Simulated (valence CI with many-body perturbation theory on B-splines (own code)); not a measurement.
# Ba V: one-electron terms

Computed by configuration interaction combined with many-body perturbation theory (CI+MBPT): six valence electrons over a frozen Dirac-Fock core [Kr] 4d10, a basis of 9 s, 9 p, 8 d, 6 f, 3 g, 1 h functions for each j, with the one-electron correlation potential Σ1, the two-electron term Σ2, the three-electron term Σ3, Breit, model QED; selected CI, second order for the rest, scaled by the run's own slope (own B-spline code, finite nucleus).

Against 17 measured levels this calculation errs by 353 cm⁻¹ on average and by 1294 at most. These come from a selection out of Sansonetti and Curry, J. Phys. Chem. Ref. Data 39, 043103 (2010). Levels without a partner in it may be off by more, other configurations by several thousand cm⁻¹. Among the levels kept, up to 850 cm⁻¹ of a level comes from second order outside the variational space, and about a tenth of that is noise between levels of different J, which matters for small intervals. 1 measured level below the end of the list, from 166279 cm⁻¹ on, found no clear computed partner, and computed levels of the same name lie up to 320 cm⁻¹ from them.

These are the spectroscopic orbitals of the CI (the correlating ones are not listed), shaped by the core and the other valence electrons. h is the expectation value of the core's Dirac-Fock operator, without the valence repulsion; Σ1 is computed up to l = 3 at one energy for each symmetry, that of its lowest orbital but kept below the first core excitation, so for empty shells it is not the orbital's own correlation shift; Breit and QED include the response of the core.

```csv
Orbital,h (hartree),Σ1 (cm⁻¹),Breit (cm⁻¹),QED (cm⁻¹),⟨r⟩ (bohr)
5s1/2,-5.2548,-14016,364,375,1.610
6s1/2,-2.7891,-2943,108,108,3.279
7s1/2,-1.7074,-1094,43.8,43.9,5.624
8s1/2,-1.1582,-548,22.9,22.9,8.531
5p1/2,-4.6108,-11681,531,-11.6,1.770
6p1/2,-2.4769,-2434,147,-3.4,3.674
7p1/2,-1.5534,-997,65.7,-1.5,6.170
8p1/2,-1.0697,-521,35.8,-0.8,9.241
5p3/2,-4.4856,-10743,292,18.8,1.830
6p3/2,-2.4257,-2317,83.0,5.2,3.760
7p3/2,-1.528,-959,39.8,2.3,6.279
8p3/2,-1.0553,-505,21.8,1.3,9.372
5d3/2,-3.4358,-5945,78.8,-13.2,2.334
6d3/2,-1.9365,-1596,26.1,-4.3,4.696
7d3/2,-1.2745,-762,13.4,-2.2,7.540
5d5/2,-3.4127,-5747,26.2,-7.1,2.356
6d5/2,-1.9271,-1559,9.0,-2.3,4.723
7d5/2,-1.2696,-747,4.8,-1.2,7.572
4f5/2,-4.1323,-16610,-266,-37.1,1.339
5f5/2,-2.1177,-2468,-42.3,-7.0,4.023
4f7/2,-4.1244,-16305,-364,-31.4,1.346
5f7/2,-2.1156,-2452,-60.9,-5.8,4.028
5g7/2,-1.5261,,-0.1,0.0,5.391
5g9/2,-1.5263,,-0.1,0.0,5.389
```

Among the shells of the start configuration 5s2 5p4, Σ1 is largest in size for 5s1/2, where it is 1.2 % of h.

Lowest root of each symmetry, sizes in configuration state functions:

| J | Parity | Roots | Reference | Variational | Second order | Change by selected CI (cm⁻¹) | Change by second order (cm⁻¹) |
| --- | --- | --- | --- | --- | --- | --- | --- |
| 0 | even | 3 | 13 | 58559 | 2693607 | -23295 | -148 |
| 1 | even | 4 | 33 | 82556 | 7493802 | -20727 | -314 |
| 2 | even | 7 | 45 | 85371 | 13137837 | -20585 | -402 |
| 3 | even | 5 | 38 | 79396 | 15482078 | -22013 | -667 |
| 4 | even | 6 | 26 | 79813 | 12029525 | -21896 | -638 |
| 5 | even | 5 | 12 | 77520 | 20857755 | -21695 | -466 |
| 6 | even | 1 | 2 | 64089 | 15784802 | -27027 | -434 |
| 0 | odd | 4 | 25 | 73313 | 2724323 | -23306 | -162 |
| 1 | odd | 5 | 67 | 90532 | 7496791 | -23138 | -340 |
| 2 | odd | 5 | 89 | 83899 | 11542246 | -22721 | -479 |
| 3 | odd | 5 | 91 | 81004 | 13905701 | -21480 | -634 |
| 4 | odd | 3 | 74 | 70938 | 19138303 | -21440 | -501 |
| 5 | odd | 1 | 47 | 64402 | 15491320 | -24213 | -540 |
